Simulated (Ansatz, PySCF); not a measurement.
PySCF was given this input:
```python
from pyscf import gto, scf, cc

mol = gto.Mole()
mol.atom = '''
    C    -3.58056815    0.40352958   -0.59758271
    C    -2.55854996    0.05540448    0.41054050
    C    -1.22456559   -0.44701632    0.03076181
    C    -0.22999829    0.71066267   -0.23543234
    O     1.03053787    0.21944616   -0.67661501
    C     1.90553653   -0.16509834    0.26131330
    C     3.15821185   -0.71273532   -0.37120305
    O     1.70473327   -0.08263704    1.44384164
    H    -4.57702467    0.11507951   -0.25782068
    H    -3.37562495   -0.08403383   -1.54844179
    H    -3.61750098    1.48603419   -0.77480315
    H    -2.72267405    0.35762712    1.43068430
    H    -0.79936035   -1.05637156    0.83245167
    H    -1.28143693   -1.04702368   -0.88146281
    H    -0.09321786    1.29525529    0.67932304
    H    -0.59544005    1.34910440   -1.04130159
    H     3.99466888   -0.59136706    0.31025827
    H     3.01387831   -1.77465500   -0.56198532
    H     3.35116521   -0.21260271   -1.31509991
'''
mol.basis = 'sto-3g'
mol.spin = 1
mol.verbose = 3
mol.build()

mf = scf.UHF(mol)
mf.kernel()

mycc = cc.CCSD(mf, frozen=8)
mycc.kernel()
et = mycc.ccsd_t()
print('E(CCSD(T)) = %.10f' % (mycc.e_tot + et))
```

Question: Give the equivalent Ansatz (a first-principles code) input.

Answer: Several could match; the one computed here: 
Ansatz 0.2 input:
```yaml
crystal:
  periodic: [false, false, false]
  atoms:
    - {symbol: C, position_ang: [-3.58056815, 0.40352958, -0.59758271]}
    - {symbol: C, position_ang: [-2.55854996, 0.05540448, 0.41054050]}
    - {symbol: C, position_ang: [-1.22456559, -0.44701632, 0.03076181]}
    - {symbol: C, position_ang: [-0.22999829, 0.71066267, -0.23543234]}
    - {symbol: O, position_ang: [1.03053787, 0.21944616, -0.67661501]}
    - {symbol: C, position_ang: [1.90553653, -0.16509834, 0.26131330]}
    - {symbol: C, position_ang: [3.15821185, -0.71273532, -0.37120305]}
    - {symbol: O, position_ang: [1.70473327, -0.08263704, 1.44384164]}
    - {symbol: H, position_ang: [-4.57702467, 0.11507951, -0.25782068]}
    - {symbol: H, position_ang: [-3.37562495, -0.08403383, -1.54844179]}
    - {symbol: H, position_ang: [-3.61750098, 1.48603419, -0.77480315]}
    - {symbol: H, position_ang: [-2.72267405, 0.35762712, 1.43068430]}
    - {symbol: H, position_ang: [-0.79936035, -1.05637156, 0.83245167]}
    - {symbol: H, position_ang: [-1.28143693, -1.04702368, -0.88146281]}
    - {symbol: H, position_ang: [-0.09321786, 1.29525529, 0.67932304]}
    - {symbol: H, position_ang: [-0.59544005, 1.34910440, -1.04130159]}
    - {symbol: H, position_ang: [3.99466888, -0.59136706, 0.31025827]}
    - {symbol: H, position_ang: [3.01387831, -1.77465500, -0.56198532]}
    - {symbol: H, position_ang: [3.35116521, -0.21260271, -1.31509991]}
basis:
  gaussian:
    orbitals: STO-3G
magnetization: {spin_polarized: true, initial_magnetization: 1}
correlation: {method: ccsd_t, electrons: outside_noble_gas}
accuracy: high
```

Both were run: PySCF gave -378.984496 Eh and Ansatz -378.984301 Eh, 0.195 mEh apart.
